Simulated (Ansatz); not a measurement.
Ansatz (a first-principles code) job for Sn(Cl)3(OSiH3) (Cl3H3OSiSn), SMILES [SiH3][O][Sn]([Cl])([Cl])[Cl], B3LYP-D3(BJ)/def2-SVP. 

Ansatz 0.2 input:
```yaml
crystal:
  periodic: [false, false, false]
  atoms:
    - {symbol: Si, position_ang: [-2.98180009, 0.26111745, -0.70556349]}
    - {symbol: O, position_ang: [-1.46503737, 0.75376033, -0.38927523]}
    - {symbol: Sn, position_ang: [0.30896302, 0.01525927, 0.06976420]}
    - {symbol: Cl, position_ang: [0.91302839, -1.56469718, -1.48853132]}
    - {symbol: Cl, position_ang: [1.70976572, 1.81645050, 0.01070344]}
    - {symbol: Cl, position_ang: [0.20865036, -0.89583833, 2.17615507]}
    - {symbol: H, position_ang: [-3.52422014, -0.46072007, 0.44353535]}
    - {symbol: H, position_ang: [-2.99024521, -0.59971168, -1.88632483]}
    - {symbol: H, position_ang: [-3.60274186, 1.56118650, -0.92489174]}
basis:
  gaussian:
    orbitals: def2-SVP
hamiltonian:
  xc: b3lyp
  dispersion: d3bj
relax: {f_tol: 0.002, max_steps: 200}
```

Output:

```
WARN ansatz: RAYON_NUM_THREADS=1 ignored (pool sized by the plan → 1); use --threads N
Functional definition: B3LYP
integrals: 0.09 GiB planned
1345 factors; integrals over basis functions are off by at most 4.7e-4 eV
mean field: 0.87 GiB planned
mean field evaluation 1: about -53358.6627 eV, gradient 5.7e1 eV
mean field evaluation 2: about -53318.2452 eV, gradient 1.5e2 eV
mean field evaluation 4: about -53364.7611 eV, gradient 1.1e1 eV
mean field evaluation 8: about -53365.0443 eV, gradient 4.3e-1 eV
mean field evaluation 16: about -53365.0447 eV, gradient 5.4e-5 eV
mean field -53365.04469462 eV, -1961.1292204007 hartree, gradient 5.4e-5 eV, S^2 0.000000; 0 other end points of the search recorded, 0 dependent functions left out
the calculation of the forces begins
reference -53365.04499754 eV, -1961.1292315331 hartree; 49, 49 occupied and 78, 78 virtual orbitals, 1345 factors
relax step   1: F+E_penalty+E_count = -53365.62753415 eV  Δ(F+E_penalty+E_count) = +0.000e0 eV  max|allowed force component| = 2.196e0 eV/Å  Δτ_max = 0.0000 Å  (26 SCF iters, accepted)
these checks for a lower state are left out or cut short: starts, cluster_reference, orbital_swaps, neighbouring_geometries, increment
integrals: 0.09 GiB planned
1345 factors; integrals over basis functions are off by at most 4.6e-4 eV
mean field: 0.87 GiB planned
[...]
these checks for a lower state are left out or cut short: starts, cluster_reference, orbital_swaps, neighbouring_geometries, increment
integrals: 0.09 GiB planned
1345 factors; integrals over basis functions are off by at most 7.0e-4 eV
mean field: 0.87 GiB planned
mean field -53365.24350954 eV, -1961.1365267144 hartree, gradient 1.3e-5 eV, S^2 0.000000; 0 other end points of the search recorded, 0 dependent functions left out
the calculation of the forces begins
reference -53365.24381321 eV, -1961.1365378739 hartree; 49, 49 occupied and 78, 78 virtual orbitals, 1345 factors
relax step  29: F+E_penalty+E_count = -53365.82823564 eV  Δ(F+E_penalty+E_count) = -4.145e-4 eV  max|allowed force component| = 4.814e-2 eV/Å  Δτ_max = 0.0119 Å  (24 SCF iters, accepted)
these checks for a lower state are left out or cut short: starts, cluster_reference, orbital_swaps, neighbouring_geometries, increment
integrals: 0.09 GiB planned
1345 factors; integrals over basis functions are off by at most 7.0e-4 eV
mean field: 0.87 GiB planned
mean field -53365.24396487 eV, -1961.1365434473 hartree, gradient 1.5e-5 eV, S^2 0.000000; 0 other end points of the search recorded, 0 dependent functions left out
the calculation of the forces begins
reference -53365.24426863 eV, -1961.1365546103 hartree; 49, 49 occupied and 78, 78 virtual orbitals, 1345 factors
relax step  30: F+E_penalty+E_count = -53365.82859161 eV  Δ(F+E_penalty+E_count) = -3.560e-4 eV  max|allowed force component| = 5.904e-3 eV/Å  Δτ_max = 0.0170 Å  (28 SCF iters, accepted)
these checks for a lower state are left out or cut short: starts, cluster_reference, orbital_swaps, neighbouring_geometries, increment
integrals: 0.09 GiB planned
1345 factors; integrals over basis functions are off by at most 7.0e-4 eV
mean field: 0.87 GiB planned
mean field -53365.24454418 eV, -1961.1365647366 hartree, gradient 1.9e-5 eV, S^2 0.000000; 0 other end points of the search recorded, 0 dependent functions left out
the calculation of the forces begins
reference -53365.24484792 eV, -1961.1365758991 hartree; 49, 49 occupied and 78, 78 virtual orbitals, 1345 factors
relax step  31: F+E_penalty+E_count = -53365.82888542 eV  Δ(F+E_penalty+E_count) = -2.938e-4 eV  max|allowed force component| = 9.655e-3 eV/Å  Δτ_max = 0.0473 Å  (27 SCF iters, accepted)
these checks for a lower state are left out or cut short: starts, cluster_reference, orbital_swaps, neighbouring_geometries, increment
integrals: 0.09 GiB planned
1345 factors; integrals over basis functions are off by at most 7.0e-4 eV
mean field: 0.87 GiB planned
mean field evaluation 224: about -53365.1980 eV, gradient 3.5e0 eV
mean field -53365.24544218 eV, -1961.1365977374 hartree, gradient 2.6e-5 eV, S^2 0.000000; 0 other end points of the search recorded, 0 dependent functions left out
the calculation of the forces begins
reference -53365.24574588 eV, -1961.1366088984 hartree; 49, 49 occupied and 78, 78 virtual orbitals, 1345 factors
relax step  32: F+E_penalty+E_count = -53365.82888413 eV  Δ(F+E_penalty+E_count) = +1.297e-6 eV  max|allowed force component| = 5.101e-2 eV/Å  Δτ_max = 0.0845 Å  (28 SCF iters, rejected (line search))
these checks for a lower state are left out or cut short: starts, cluster_reference, orbital_swaps, neighbouring_geometries, increment
integrals: 0.09 GiB planned
1345 factors; integrals over basis functions are off by at most 7.0e-4 eV
mean field: 0.87 GiB planned
mean field -53365.24493221 eV, -1961.1365789966 hartree, gradient 1.9e-5 eV, S^2 0.000000; 0 other end points of the search recorded, 0 dependent functions left out
the calculation of the forces begins
reference -53365.24523587 eV, -1961.1365901560 hartree; 49, 49 occupied and 78, 78 virtual orbitals, 1345 factors
relax step  33: F+E_penalty+E_count = -53365.82904729 eV  Δ(F+E_penalty+E_count) = -1.619e-4 eV  max|allowed force component| = 1.445e-2 eV/Å  Δτ_max = 0.0413 Å  (27 SCF iters, accepted)
these checks for a lower state are left out or cut short: starts, cluster_reference, orbital_swaps, neighbouring_geometries, increment
integrals: 0.09 GiB planned
1345 factors; integrals over basis functions are off by at most 6.9e-4 eV
mean field: 0.87 GiB planned
mean field -53365.24530124 eV, -1961.1365925582 hartree, gradient 2.0e-5 eV, S^2 0.000000; 0 other end points of the search recorded, 0 dependent functions left out
the calculation of the forces begins
reference -53365.24560489 eV, -1961.1366037171 hartree; 49, 49 occupied and 78, 78 virtual orbitals, 1345 factors
relax step  34: F+E_penalty+E_count = -53365.82906914 eV  Δ(F+E_penalty+E_count) = -2.184e-5 eV  max|allowed force component| = 2.392e-2 eV/Å  Δτ_max = 0.0452 Å  (27 SCF iters, accepted)
these checks for a lower state are left out or cut short: starts, cluster_reference, orbital_swaps, neighbouring_geometries, increment
integrals: 0.09 GiB planned
1345 factors; integrals over basis functions are off by at most 6.9e-4 eV
mean field: 0.87 GiB planned
mean field -53365.24517207 eV, -1961.1365878111 hartree, gradient 1.3e-5 eV, S^2 0.000000; 0 other end points of the search recorded, 0 dependent functions left out
the calculation of the forces begins
reference -53365.24547569 eV, -1961.1365989689 hartree; 49, 49 occupied and 78, 78 virtual orbitals, 1345 factors
relax step  35: F+E_penalty+E_count = -53365.82910978 eV  Δ(F+E_penalty+E_count) = -4.064e-5 eV  max|allowed force component| = 1.245e-2 eV/Å  Δτ_max = 0.0103 Å  (24 SCF iters, accepted)
these checks for a lower state are left out or cut short: starts, cluster_reference, orbital_swaps, neighbouring_geometries, increment
integrals: 0.09 GiB planned
1345 factors; integrals over basis functions are off by at most 6.9e-4 eV
mean field: 0.87 GiB planned
mean field evaluation 256: about -53365.2449 eV, gradient 1.8e-5 eV
mean field -53365.24489750 eV, -1961.1365777210 hartree, gradient 1.8e-5 eV, S^2 0.000000; 0 other end points of the search recorded, 0 dependent functions left out
the calculation of the forces begins
reference -53365.24520112 eV, -1961.1365888789 hartree; 49, 49 occupied and 78, 78 virtual orbitals, 1345 factors
relax step  36: F+E_penalty+E_count = -53365.82907359 eV  Δ(F+E_penalty+E_count) = +3.619e-5 eV  max|allowed force component| = 6.738e-3 eV/Å  Δτ_max = 0.0120 Å  (29 SCF iters, rejected (line search))
these checks for a lower state are left out or cut short: starts, cluster_reference, orbital_swaps, neighbouring_geometries, increment
integrals: 0.09 GiB planned
1345 factors; integrals over basis functions are off by at most 6.9e-4 eV
mean field: 0.87 GiB planned
mean field -53365.24505116 eV, -1961.1365833679 hartree, gradient 5.4e-5 eV, S^2 0.000000; 0 other end points of the search recorded, 0 dependent functions left out
the calculation of the forces begins
reference -53365.24535475 eV, -1961.1365945248 hartree; 49, 49 occupied and 78, 78 virtual orbitals, 1345 factors
relax step  37: F+E_penalty+E_count = -53365.82912917 eV  Δ(F+E_penalty+E_count) = -1.939e-5 eV  max|allowed force component| = 3.664e-3 eV/Å  Δτ_max = 0.0021 Å  (20 SCF iters, accepted)
these checks for a lower state are left out or cut short: starts, cluster_reference, orbital_swaps, neighbouring_geometries, increment
integrals: 0.09 GiB planned
1345 factors; integrals over basis functions are off by at most 6.9e-4 eV
mean field: 0.87 GiB planned
mean field -53365.24494602 eV, -1961.1365795040 hartree, gradient 4.2e-5 eV, S^2 0.000000; 0 other end points of the search recorded, 0 dependent functions left out
the calculation of the forces begins
reference -53365.24524960 eV, -1961.1365906605 hartree; 49, 49 occupied and 78, 78 virtual orbitals, 1345 factors
relax step  38: F+E_penalty+E_count = -53365.82913278 eV  Δ(F+E_penalty+E_count) = -3.612e-6 eV  max|allowed force component| = 8.272e-4 eV/Å  Δτ_max = 0.0022 Å  (20 SCF iters, accepted)
these checks for a lower state are left out or cut short: starts, cluster_reference, orbital_swaps, neighbouring_geometries, increment
integrals: 0.09 GiB planned
1345 factors; integrals over basis functions are off by at most 6.9e-4 eV
mean field: 0.87 GiB planned
mean field -53365.24489157 eV, -1961.1365775031 hartree, gradient 2.1e-5 eV, S^2 0.000000; 0 other end points of the search recorded, 0 dependent functions left out
the calculation of the forces begins
reference -53365.24519515 eV, -1961.1365886593 hartree; 49, 49 occupied and 78, 78 virtual orbitals, 1345 factors
relax step  39: F+E_penalty+E_count = -53365.82913575 eV  Δ(F+E_penalty+E_count) = -2.968e-6 eV  max|allowed force component| = 1.160e-3 eV/Å  Δτ_max = 0.0059 Å  (23 SCF iters, accepted)
these checks for a lower state are left out or cut short: starts, cluster_reference, orbital_swaps, neighbouring_geometries, increment
integrals: 0.09 GiB planned
1345 factors; integrals over basis functions are off by at most 6.9e-4 eV
mean field: 0.87 GiB planned
mean field -53365.24486477 eV, -1961.1365765180 hartree, gradient 9.8e-6 eV, S^2 0.000000; 0 other end points of the search recorded, 0 dependent functions left out
the calculation of the forces begins
reference -53365.24516834 eV, -1961.1365876743 hartree; 49, 49 occupied and 78, 78 virtual orbitals, 1345 factors
relax step  40: F+E_penalty+E_count = -53365.82913619 eV  Δ(F+E_penalty+E_count) = -4.462e-7 eV  max|allowed force component| = 1.198e-3 eV/Å  Δτ_max = 0.0038 Å  (23 SCF iters, accepted)
integrals: 0.09 GiB planned
1345 factors; integrals over basis functions are off by at most 6.9e-4 eV
mean field: 0.87 GiB planned
mean field evaluation 288: about -53365.2448 eV, gradient 9.1e-2 eV
mean field -53365.24486477 eV, -1961.1365765180 hartree, gradient 9.8e-6 eV, S^2 0.000000; 1 other end points of the search recorded, 0 dependent functions left out
the calculation of the forces begins
reference -53365.24516834 eV, -1961.1365876743 hartree; 49, 49 occupied and 78, 78 virtual orbitals, 1345 factors
Total energy: -53365.82943977 eV, -1961.1580592531 hartree
Atom 0 at    -2.913824     0.293362    -0.807315 Å, force     0.000474     0.001198     0.000812 eV/Å
Atom 1 at    -1.560379     0.786868     0.053327 Å, force    -0.000111    -0.000427    -0.000739 eV/Å
Atom 2 at     0.238704     0.048685     0.253372 Å, force     0.000152    -0.000273     0.000641 eV/Å
Atom 3 at     0.356397    -1.909824    -1.022735 Å, force     0.000007     0.000350    -0.000404 eV/Å
Atom 4 at     1.792206     1.611806    -0.509184 Å, force    -0.000528    -0.000278    -0.000033 eV/Å
Atom 5 at     0.621223    -0.423218     2.504818 Å, force     0.000049     0.000263     0.000123 eV/Å
Atom 6 at    -3.360847    -1.055455    -0.356027 Å, force    -0.000253    -0.000703     0.000189 eV/Å
Atom 7 at    -2.617409     0.239172    -2.267466 Å, force     0.000172    -0.000182    -0.000593 eV/Å
Atom 8 at    -3.979708     1.295409    -0.543217 Å, force     0.000038     0.000051     0.000005 eV/Å
Dipole moment:    -0.119281    -0.034476    -0.070056 e Å
```

Self-consistency was reached.

Cost: about 7 core-minutes (a rough figure).
